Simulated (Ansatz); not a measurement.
Basis sets compared for Sc3N3. Total charge 0; singlet. Geometry PBE-D4/def2-SVP. Ansatz on 4 threads of Arm Neoverse V2 on a shared host; times are rough, and most runs start from earlier orbitals.

```xyz
6

Sc    0.153   -0.166   -2.028
Sc    0.090   -1.595    1.270
Sc   -0.355    1.081    0.461
N     0.357    0.045    1.983
N     0.420    1.472   -1.311
N    -0.665   -0.837   -0.375
```

The structure comes from a short search, and lower isomers may exist.

Binding counts from free atoms (Sc doublet, N quartet) in the same basis, without a counterpoise term.

```json
{"level": "PBE-D4/def2-SVP", "functions": "135", "energy (Eh)": "-2445.2502", "HOMO (eV)": "-3.30", "LUMO (eV)": "-2.12", "binding per atom (eV)": "4.61", "wall time": "2.6 s"}
{"level": "PBE0-D4/def2-SVP", "functions": "135", "energy (Eh)": "-2445.2946", "HOMO (eV)": "-4.19", "LUMO (eV)": "-1.51", "binding per atom (eV)": "4.07", "wall time": "3.3 s"}
```

(1) Estimate the rows for PBE-D4/def2-TZVP (with forces), PBE0-D4/def2-TZVP.

## Answers

(1) 
| level | functions | energy (Eh) | HOMO (eV) | LUMO (eV) | binding per atom (eV) | wall time |
| --- | --- | --- | --- | --- | --- | --- |
| PBE-D4/def2-TZVP (with forces) | 228 | -2445.7341 | -3.66 | -2.36 | – | 4.7 s |
| PBE0-D4/def2-TZVP | 228 | -2445.7757 | -4.52 | -1.74 | 4.03 | 8 s |
